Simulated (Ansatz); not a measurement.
Cost and result for the atomization energy of C2H6AlCl2N (`C[N](C)[Al]([Cl])[Cl]`) (12 atoms, 11 bonds).

Cartesian coordinates in Å:
```
C -0.374 -0.123 1.373
N -0.019 0.013 -0.022
C 1.304 -0.493 -0.311
Al -1.077 0.715 -1.231
Cl -0.456 0.862 -3.216
Cl -2.969 1.410 -0.698
H 0.327 0.424 2.016
H -0.356 -1.176 1.687
H -1.376 0.266 1.561
H 1.385 -1.560 -0.060
H 1.544 -0.378 -1.369
H 2.069 0.040 0.269
```

The species carries charge 0 and has multiplicity 1. The geometry is a stationary point of PBE0-D4/def2-TZVP. It is one conformer, not always the lowest. Program: Ansatz. All runs use 4 threads of an Intel Xeon 6975P-C on a shared host. Times are those of one run each, without the atoms' runs, and a repeat can differ threefold. Electronic energies, without spin–orbit coupling; frozen cores. CCSD(T)/CBS adds CCSD(T) − MP2 in def2-TZVPP to the MP2 limit, and its time is that of the two runs behind it. T1 = 0.010. HSE06 is the plane-wave form, built on full-range PBE exchange.

CCSD(T)/CBS is a level of theory with its own doubt, some kJ/mol a heavy atom from the limit and from the frozen cores, so smaller differences don't rank the functionals.

```json
{"level": "revPBE-D4/def2-TZVPP", "functions": "303", "wall time": "1.8 s", "atomization (kcal/mol)": "1051.0", "difference from CCSD(T)/CBS": "-8.9", "per bond": "-0.8"}
{"level": "BLYP-D4/def2-TZVPP", "functions": "303", "wall time": "1.8 s", "atomization (kcal/mol)": "1051.4", "difference from CCSD(T)/CBS": "-8.5", "per bond": "-0.8"}
{"level": "PBE0-D4/def2-TZVPP", "functions": "303", "wall time": "3 s", "atomization (kcal/mol)": "1061.8", "difference from CCSD(T)/CBS": "1.9", "per bond": "0.2"}
{"level": "HSE06-D4/def2-TZVPP", "functions": "303", "wall time": "3.3 s", "atomization (kcal/mol)": "1062.6", "difference from CCSD(T)/CBS": "2.7", "per bond": "0.2"}
{"level": "CCSD(T)/def2-SVP", "functions": "126", "wall time": "3.5 s", "atomization (kcal/mol)": "1002.7", "difference from CCSD(T)/CBS": "-57.2", "per bond": "-5.2"}
{"level": "r2SCANh-D4/def2-TZVPP", "functions": "303", "wall time": "4.2 s", "atomization (kcal/mol)": "1056.9", "difference from CCSD(T)/CBS": "-3.0", "per bond": "-0.3"}
{"level": "PBE-QIDH/def2-TZVPP", "functions": "303", "wall time": "4.8 s", "atomization (kcal/mol)": "1055.6", "difference from CCSD(T)/CBS": "-4.3", "per bond": "-0.4"}
{"level": "B97M-V/def2-TZVPP", "functions": "303", "wall time": "6.5 s", "atomization (kcal/mol)": "1065.5", "difference from CCSD(T)/CBS": "5.6", "per bond": "0.5"}
{"level": "ωB97X-V/def2-TZVPP", "functions": "303", "wall time": "6.5 s", "atomization (kcal/mol)": "1063.0", "difference from CCSD(T)/CBS": "3.1", "per bond": "0.3"}
{"level": "ωB97M-V/def2-TZVPP (with forces)", "functions": "303", "wall time": "9 s", "atomization (kcal/mol)": "1063.7", "difference from CCSD(T)/CBS": "3.8", "per bond": "0.3"}
{"level": "MP2/def2-QZVPP", "functions": "561", "wall time": "20 s", "atomization (kcal/mol)": "1068.6", "difference from CCSD(T)/CBS": "8.7", "per bond": "0.8"}
{"level": "CCSD(T)/def2-TZVPP", "functions": "303", "wall time": "3 min", "atomization (kcal/mol)": "1030.8", "difference from CCSD(T)/CBS": "-29.1", "per bond": "-2.6"}
{"level": "CCSD(T)/CBS(def2)", "functions": "–", "wall time": "3.3 min", "atomization (kcal/mol)": "1059.9", "difference from CCSD(T)/CBS": "0.0", "per bond": "0.0"}
```

From PBE to PBE0 (25 % exact exchange), in def2-TZVPP and without D4, the atomization energy moves by −13.3 kcal/mol: exact exchange takes away binding that semilocal exchange gives to molecules. At CCSD(T), def2-SVP lies −57.2 kcal/mol from the extrapolated value and def2-TZVPP −29.1 kcal/mol: correlation converges slowly with the basis, and small sets miss more of it in the bonded molecule than in its fragments. Leaving LDA and LC-ωPBE aside and taking each functional with its dispersion term where it has one, the values, not all of them listed here, spread over 44.6 kcal/mol, from BHLYP-D4 to PBE-D4. LDA lies +132.5 kcal/mol from PBE without D4, its usual overbinding.
